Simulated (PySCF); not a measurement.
# Cost of response and excited-state runs on SMILES c12ccc(Cl)cc1Bc1ccccc1B2, C$_{12}$H$_{9}$B$_{2}$Cl

Numbering as in the mapped SMILES `[Cl:1][c:2]1[cH:3][cH:4][c:5]2[c:6]([cH:7]1)[BH:8][c:9]1[cH:10][cH:11][cH:12][cH:13][c:14]1[BH:15]2`. Each H is labelled by its parent atom.

PySCF with density fitting, on 1 thread of an Intel Xeon, shared host. Command: `OMP_NUM_THREADS=1 python excited_run.py task.json out`

Task: How long does each of these runs take, and how much memory?
- excited states, KT2/def2-SVP; Tamm-Dancoff; spin-orbit couplings; 6 states; 4 triplets; quadratic response for 4 states
- excited states, LDA/def2-SVP; Tamm-Dancoff; spin-orbit couplings; 6 states; 4 triplets; quadratic response for 4 states; fitting basis def2-universal-jkfit
- excited states, wB97X-D/6-31G; Tamm-Dancoff; spin-orbit couplings; 2 states; 4 triplets; quadratic response for 4 states; IEF-PCM water; SCF tolerance 1e-08 Eh
- excited states, wB97X-D/def2-SVP; Tamm-Dancoff; spin-orbit couplings; 20 states; 4 triplets; quadratic response for 4 states; IEF-PCM chloroform; grid level 1
- excited states, wB97X-D/def2-SVP; Tamm-Dancoff; spin-orbit couplings; 6 states; 4 triplets; quadratic response for 4 states

Result: 
| run | level | basis functions | wall time | peak memory (GiB) |
| --- | --- | --- | --- | --- |
| excited states | KT2/def2-SVP | 259 | 2 min | 1.3 |
| excited states | LDA/def2-SVP | 259 | 74 s | 1.2 |
| excited states | wB97X-D/6-31G | 157 | 57 s | 1.2 |
| excited states | wB97X-D/def2-SVP | 259 | 2 min | 1.5 |
| excited states | wB97X-D/def2-SVP | 259 | 110 s | 1.3 |

Times from a shared host are rough.
